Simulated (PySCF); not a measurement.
PySCF 2.14 output of an unrestricted M06-2X calculation on a single atom or ion in x2c-QZVPPall (11s7p5d3f2g, 96 functions), with the spin-free X2C one-electron Hamiltonian (Gaussian nucleus):

```
SCF conv_tol = 1e-09
number electrons alpha = 15  beta = 9
    Y. Zhao and D. G. Truhlar.,  Theor. Chem. Acc. 120, 215 (2008)
    Y. Zhao and D. G. Truhlar.,  Theor. Chem. Acc. 120, 215 (2008)
cycle= 1 E= -1050.65783564979  delta_E= -0.0144  |g|= 0.041  |ddm|= 0.206
cycle= 2 E= -1050.65842459529  delta_E= -0.000589  |g|= 0.0111  |ddm|= 0.0706
cycle= 3 E= -1050.65865842961  delta_E= -0.000234  |g|= 0.00872  |ddm|= 0.0291
cycle= 4 E= -1050.65878441613  delta_E= -0.000126  |g|= 0.00467  |ddm|= 0.0168
cycle= 5 E= -1050.65901371171  delta_E= -0.000229  |g|= 0.0039  |ddm|= 0.0316
cycle= 6 E= -1050.65928330797  delta_E= -0.00027  |g|= 0.00323  |ddm|= 0.0463
cycle= 7 E= -1050.6594795675  delta_E= -0.000196  |g|= 0.00247  |ddm|= 0.0669
cycle= 8 E= -1050.65948834923  delta_E= -8.78e-06  |g|= 0.00108  |ddm|= 0.0074
cycle= 9 E= -1050.65949799015  delta_E= -9.64e-06  |g|= 0.00158  |ddm|= 0.0175
cycle= 10 E= -1050.65949930138  delta_E= -1.31e-06  |g|= 0.000404  |ddm|= 0.00418
cycle= 11 E= -1050.65949940498  delta_E= -1.04e-07  |g|= 2.23e-05  |ddm|= 0.00157
cycle= 12 E= -1050.6594994055  delta_E= -5.21e-10  |g|= 2.09e-06  |ddm|= 0.000161
converged SCF energy = -1050.6594994055  <S^2> = 12.000783  2S+1 = 7.0002237
```

The run itself started from symmetry-adapted Hartree-Fock orbitals and held the occupation by maximum overlap, on a logarithmic radial grid, so the iterations belong to that start.

Question: Which element, charge and spin multiplicity is this?

Answer: Cr (chromium, neutral), multiplicity 7; the state was [Ar] 3d4 4s1 4p1, one real determinant (an excited configuration).

⟨L²⟩ = 7.57 against 12 for a pure F term, so this real determinant mixes terms.
